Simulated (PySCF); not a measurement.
C₆ coefficients of unlike pairs at PBE

Calculated with PySCF 2.14 from the dipole response of each species, C₆(A,B) = (3/π) ∫ α_A(iu) α_B(iu) du, in atomic units, from isotropic polarisabilities. For ions this is the dispersion term alone; charge-induced terms of lower order in 1/R come first.

```json
{"species": "B", "configuration": "[He] 2s2 2p1 (2P)", "basis": "def2-QZVPPD (8s4p4d2f1g)", "relativity": "none", "α (bohr³)": "23.46", "C₆ (like pair)": "114.9"}
{"species": "Hg", "configuration": "[Xe] 4f14 5d10 6s2 (1S)", "basis": "aug-cc-pVTZ-PP with ECP60MDF (6s6p5d3f2g)", "relativity": "core potential", "α (bohr³)": "35.29", "C₆ (like pair)": "343.9"}
{"species": "Zn", "configuration": "[Ar] 3d10 4s2 (1S)", "basis": "aug-cc-pwCVDZ-PP with ECP10MDF (6s6p5d3f)", "relativity": "core potential", "α (bohr³)": "37.82", "C₆ (like pair)": "260.9"}
{"species": "S²⁺", "configuration": "[Ne] 3s2 3p2 (3P)", "basis": "dyall-acv3z (19s12p6d4f)", "relativity": "none", "α (bohr³)": "7.317", "C₆ (like pair)": "26.50"}
```

(1) Estimate C₆ for Zn with Hg.

No spin-orbit coupling is included.

The other pairs:

```csv
pair,C₆
"Hg, B",194.7
"S²⁺, Hg",93.45
"S²⁺, B",51.18
"Zn, B",172.5
"S²⁺, Zn",75.55
```

Results:

(1) The integral gives 291.4. The combination rule 2 C_A C_B / (C_A α_B/α_A + C_B α_A/α_B) gives 293.2 and the geometric mean 299.5.
